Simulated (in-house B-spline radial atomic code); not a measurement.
**P VIII (P7+): [He] 2s2 2p4**

Level of theory: Dirac-Kohn-Sham OLYP, spherical fractional occupations, Fermi nucleus of rms radius 3.1889 fm; calculated with an all-electron radial atomic-structure program (B-spline basis).

Z_r = [3n² - l(l+1)]/(2<r>); Z_e = n√(-2ε); the last column is Slater's effective charge. Values are occupation-weighted means over j.

```tsv
shell	electrons	ε (eV)	<r> (bohr)	Z_r	Z_e	Slater
1s	2	-2282.8	0.1034	14.51	12.95	14.70
2s	2	-337.81	0.4877	12.30	9.97	11.55
2p	4	-292.25	0.4412	11.33	9.27	11.55
```

The least bound orbital is 2p3/2 at -291.9 eV, while the most diffuse is 2s1/2 (<r> = 0.4877 bohr against 0.4418 bohr): energy order and size order differ.

Spin-orbit splittings of the orbital energies (j = l + 1/2 above j = l - 1/2 when positive): 2p 1.095 eV.

For the 1s electron the small component carries 0.284 % of the norm, the zero-frequency Breit interaction raises the level by 1.368 eV, self-energy by 0.6123 eV, and vacuum polarisation lowers it by 0.03926 eV.

The density falls to 0.001 bohr⁻³ at 1.477 bohr; Σ<r²> = 1.5487 bohr² gives, by the non-relativistic formula and without the paramagnetism of open shells, a Langevin diamagnetic susceptibility of -1.227×10⁻⁶ cm³/mol.
